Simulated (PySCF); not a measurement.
C2H6Cl2OSn, SMILES C[O][Sn]([CH3])([Cl])[Cl].

Coordinates come from a B3LYP-D3(BJ)/def2-SVP optimisation. The def2 effective core potentials stand for the cores of Sn; spin–orbit coupling is left out. One conformer was computed; it need not be the lowest.

Vertical ionisation energy (IE) and electron affinity (EA) in eV. Rows of orbital energies are one-electron estimates. Where ΔSCF, EOM or ADC give a negative EA the extra electron is unbound and the value depends on the basis.

```tsv
level	IE	EA
−ε(HOMO), −ε(LUMO), HF/def2-TZVP (PySCF)	11.98	-1.84
−ε(HOMO), −ε(LUMO), PBE/def2-TZVP (PySCF)	6.56	2.84
```
